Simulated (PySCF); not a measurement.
O₄Pt, SMILES [Pt+2](=[O])(=[O])(=[O])=[O], charge +2, multiplicity 1. Geometry optimised at PBE-D3(BJ)/def2-SVP. The spin state was assumed, not searched. The def2 effective core potentials stand for the cores of Pt; spin–orbit coupling is left out.

Give the equilibrium geometry at PBE-D3(BJ)/def2-SVP (PySCF confirms it by a frequency run) as bond lengths and angles, and its point group. (An estimate is asked for; the answer gives what the named calculation found.)

point group Td.
Atoms: Pt1 O2 O3 O4 O5. Bonds (Å): Pt1–O2 1.743, Pt1–O3 1.743, Pt1–O4 1.743, Pt1–O5 1.743. Bond angles (°): O2–Pt1–O3 109.5, O2–Pt1–O4 109.5, O2–Pt1–O5 109.5, O3–Pt1–O4 109.5, O3–Pt1–O5 109.5, O4–Pt1–O5 109.5.
Charge +2, spin multiplicity 1.
